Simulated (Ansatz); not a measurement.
Calculation: frozen-core CCSD(T)/cc-pVTZ // TPSSh-D3(BJ)/def2-TZVP in Ansatz (a first-principles code).

Ansatz 0.2 input:
```yaml
crystal:
  periodic: [false, false, false]
  atoms:
    - { symbol: Al, position_ang: [-0.000015, -0.000047, -0.000717] }
    - { symbol: H, position_ang: [1.577036, -0.135231, 0.000877] }
    - { symbol: H, position_ang: [-0.905618, -1.29822, -0.000528] }
    - { symbol: H, position_ang: [-0.671518, 1.433287, 0.000365] }
basis:
  gaussian: { orbitals: cc-pVTZ }
correlation:
  method: ccsd_t
```

Output:

```
Functional definition: HF
442 factors; integrals over basis functions are off by at most 1.3e-3 eV
mean field evaluation 1: about -6629.4543 eV, gradient 8.7e0 eV
mean field evaluation 2: about -6629.4602 eV, gradient 8.7e0 eV
mean field evaluation 4: about -6629.8990 eV, gradient 3.4e-1 eV
mean field evaluation 8: about -6629.8992 eV, gradient 7.3e-5 eV
mean field -6629.89922697 eV, -243.6443026842 hartree, gradient 1.8e-6 eV, S^2 0.000000; 0 other end points of the search recorded, 0 dependent functions left out
5 core orbitals not correlated
reference -6629.89922697 eV, -243.6443026842 hartree; 3, 3 occupied and 68, 68 virtual orbitals, 442 factors
second order -2.55364472 eV of doubles, -0.00000000 eV of singles
cycle   1  -3.00695983 eV  change   -4.5e-1 eV  update   5.1e-2
cycle   2  -3.19328283 eV  change   -1.9e-1 eV  update   1.8e-2
cycle   3  -3.19700103 eV  change   -3.7e-3 eV  update   3.4e-3
cycle   4  -3.19691330 eV  change    8.8e-5 eV  update   1.1e-3
cycle   5  -3.19666402 eV  change    2.5e-4 eV  update   3.2e-4
cycle   6  -3.19663107 eV  change    3.3e-5 eV  update   6.4e-5
cycle   7  -3.19665773 eV  change   -2.7e-5 eV  update   1.7e-5
cycle   8  -3.19666096 eV  change   -3.2e-6 eV  update   5.0e-6
perturbative correction -0.04271981 eV, -0.0015699242 hartree
Total energy: -6633.13860775 eV, -243.7633477318 hartree
```

Cost: around 0.8 core-seconds (rough).
